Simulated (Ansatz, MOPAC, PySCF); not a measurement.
Molecule: C2H3O, charge 1, multiplicity 1. SMILES: C#C[OH2+]
Geometry: optimised at B3LYP-D3(BJ)/def2-TZVP (Ansatz, an electronic-structure program).

Unscaled harmonic wavenumbers (cm⁻¹) in rising order, each level at the stationary point that it reaches from this structure (no distance between atoms moves by over 0.3 Å); the order of modes can differ between levels, and a negative number is imaginary. B3LYP-D3(BJ)/def2-TZVP (PySCF, at the structure above): 244, 296, 562, 704, 775, 990, 1143, 1655, 2310, 3425, 3501, 3560.

PM3 (MOPAC): 438, 441, 873, 884, 1120, 1188, 1246, 1583, 2301, 3245, 3526, 3697. Zero-point energy 29.4 against 27.4 kcal/mol; where all levels lie over 400 cm⁻¹, the wavenumbers are on average 1.149 times those of B3LYP-D3(BJ)/def2-TZVP.

HF/3-21G (Ansatz): 472, 490, 619, 997, 1065, 1072, 1211, 1798, 2499, 3617, 3634, 3708. Zero-point energy 30.3 against 27.4 kcal/mol; where all levels lie over 400 cm⁻¹, the wavenumbers are on average 1.134 times those of B3LYP-D3(BJ)/def2-TZVP.

HF/6-31G* (Ansatz): 332, 383, 654, 852, 918, 1059, 1251, 1824, 2502, 3635, 3754, 3830. Zero-point energy 30.0 against 27.4 kcal/mol; where all levels lie over 400 cm⁻¹, the wavenumbers are on average 1.112 times those of B3LYP-D3(BJ)/def2-TZVP.

B3LYP/6-31G* (Ansatz): 225, 276, 631, 696, 758, 987, 1157, 1684, 2316, 3448, 3465, 3518. Zero-point energy 27.4 against 27.4 kcal/mol; where all levels lie over 400 cm⁻¹, the wavenumbers are on average 1.010 times those of B3LYP-D3(BJ)/def2-TZVP.
